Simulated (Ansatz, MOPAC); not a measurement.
Species: SrCl₂ (charge 0, singlet). SMILES: [Cl][Sr][Cl]

Atoms: Sr1, Cl2, Cl3. Bonds: Sr1-Cl2, Sr1-Cl3.

Bond lengths (Å) and angles (degrees) optimised at PM6 with MOPAC; MNDO with MOPAC; HF/STO-3G with Ansatz (a program for electronic structure); MP2/6-31G* with LANL2DZ past Ar with Ansatz, each started from the B3LYP-D3(BJ)/def2-TZVP structure (Ansatz) of the last column. A row stands for all coordinates that are equal there. 6-31G* holds six Cartesian d functions. No wavenumbers were computed at MNDO, HF/STO-3G, MP2/6-31G* with LANL2DZ past Ar, so these may be saddle points.

| coordinate | PM6 | MNDO | HF/STO-3G | MP2/6-31G* with LANL2DZ past Ar | B3LYP-D3(BJ)/def2-TZVP |
|---|---|---|---|---|---|
| Sr1-Cl2 | 2.601 | 2.772 | 2.698 | 2.783 | 2.621 |
| Cl2-Sr1-Cl3 | 180.0 | 180.0 | 180.0 | 180.0 | 143.8 |

Mean signed difference of all 2 bond lengths from B3LYP-D3(BJ)/def2-TZVP: PM6 -0.020 Å, MNDO 0.151 Å, HF/STO-3G 0.077 Å, MP2/6-31G* with LANL2DZ past Ar 0.162 Å.
